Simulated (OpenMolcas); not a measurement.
**Mo4+: moving or changing the point charges**

Mo4+ among 6 point charges of -1.7 e arranged as a trigonal prism (D3h), 2.19 Å from the ion, with a polar angle of 46.2° against the regular 49.1°.

```
Program             : OpenMolcas 26.06
Method              : SS-CASPT2, IPEA 0.25 Eh, imaginary shift 0.1 Eh (closed shells correlated: 4s 4p)
Basis               : ANO-RCC-VDZP [6s5p3d1f]
Scalar Hamiltonian  : DKH2, point nucleus
Active space        : 2 electrons in 5 orbitals (4d)
State averaging     : 2S+1 = 3 even, 10 roots; 2S+1 = 1 even, 15 roots
Spin-orbit coupling : state interaction with AMFI integrals over the reference wave functions
```

Runs around this geometry, states (labels of D3, the rotations of D3h). Energies in cm-1 above the lowest state or level, χT in cm3 K/mol.

```csv
R (Å),q (e),Polar angle / regular,Ground state,First state of that spin,First gap with spin-orbit (degeneracies),χT at 300 K,First state of another spin
2.19,-1.7,0.86,3A2,3E 3250,"500 (1, 2)",0.505,1A1 6730
2.19,-1.36,0.94,3E,3A2 1000,"380 (2, 2)",0.216,1A1 6880
2.02,-1.7,0.94,3A2,3E 700,"210 (1, 2)",0.395,1A1 5980
2.19,-1.7,0.94,3E,3A2 180,"540 (2, 2)",0.211,1A1 6130
2.37,-1.7,0.94,3E,3A2 730,"210 (2, 2)",0.249,1A1 6730
```

The ground state changes within this set.

Roots that are degenerate in the reference are averaged as groups; the widest CASPT2 spread within a group is 130 cm-1 (the 2-fold group of multiplicity 3 near 703 cm-1 above the lowest state of its run, R = 2.02, q = -1.7, ratio = 0.94). Shifts and gaps below about the spread of the groups concerned are not significant. Free-ion shares, where given, are those of the reference states; single-state CASPT2 does not remix them. An orbital doublet at a regular site is open to a Jahn-Teller distortion, which this geometry leaves out (holds for R = 2.19, q = -1.36, ratio = 0.94; R = 2.19, q = -1.7, ratio = 0.94; R = 2.37, q = -1.7, ratio = 0.94). The ground term spreads over less than 5000 cm-1, several times less than with real ligands, so orbital moments are less quenched and χT lies further from the spin-only value than at real sites (holds for R = 2.19, q = -1.36, ratio = 0.94; R = 2.19, q = -1.7, ratio = 0.94; R = 2.37, q = -1.7, ratio = 0.94). This is an electrostatic model: the charges have no orbitals. No measured value stands beside these numbers.
